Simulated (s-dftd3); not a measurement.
C$_{2}$H$_{9}$GaN (SMILES [CH3][Ga]([CH3])<-[NH3]), doublet, geometry from GFN2-xTB (such geometries of metal compounds can be far from the true shape) (the spin is typed, not shown lowest); D3(zero) for tpss run with s-dftd3.

The s-dftd3 input:
```
$ s-dftd3 mol.xyz --zero tpss --json dftd3.json --noedisp --grad

# file mol.xyz
13

Ga     0.35565171     0.12567504     0.45849011
C      1.05725161     1.02823073    -1.36726847
H      1.88170245     0.47457811    -1.82071374
H      1.40219734     2.04652231    -1.17838924
H      0.23567631     1.07971697    -2.08591315
C     -1.70779912     0.52504554     0.93187866
H     -2.19629358    -0.32323370     1.41539074
H     -2.24749798     0.75945946     0.01096043
H     -1.79289149     1.38537280     1.59821234
N     -0.39654347    -1.79393875    -0.88360141
H     -1.12887412    -1.35294866    -1.43124050
H     -0.80548007    -2.58436714    -0.39589015
H      0.30534776    -2.14311248    -1.52806115
```

### Question
What does s-dftd3 print? Leave out banner, timings and long lists.

### Answer

```
-----------------------------------
 s i m p l e   D F T - D 3  v1.4.0
-----------------------------------

Zero (Chai-Head-Gordon) damping: tpss-D3(0)
--------------------
  s6         1.0000
  s8         1.1050
  s9         0.0000
 rs6         1.1660
 rs8         1.0000
 alp        14.0000
--------------------

Dispersion energy:      -5.2206244733454E-03 Eh

Gradient norm:           1.9011087844474E-03 Eh/a0
--------------------------------------------------
     #    Z           dE/dx      dE/dy      dE/dz
--------------------------------------------------
     1   31 Ga   -1.009E-03 -4.124E-04 -1.324E-03
     2    6 C     1.642E-04  1.087E-04  9.765E-05
     3    1 H    -4.728E-05  1.526E-04  1.660E-04
     4    1 H    -3.769E-05 -1.714E-04  7.572E-05
     5    1 H     2.111E-04  1.171E-04  9.826E-05
     6    6 C     4.167E-05  8.878E-05  1.952E-04
     7    1 H     1.275E-04  2.005E-04  4.693E-05
     8    1 H     3.855E-05  5.016E-05  2.394E-04
     9    1 H     1.219E-04 -1.348E-04 -7.560E-05
    10    7 N     2.301E-04  1.957E-04  3.192E-04
    11    1 H     1.063E-04 -1.216E-04  6.863E-05
    12    1 H     1.068E-04 -1.396E-05 -3.875E-05
    13    1 H    -5.412E-05 -5.939E-05  1.315E-04
--------------------------------------------------

Virial:
--------------------------------------------------
      component           x          y          z
--------------------------------------------------
          x      -2.357E-03 -6.946E-04 -1.696E-03
          y      -6.946E-04 -5.331E-04 -7.727E-04
          z      -1.696E-03 -7.727E-04 -3.350E-03
--------------------------------------------------

[Info] JSON dump of results written to 'dftd3.json'
```
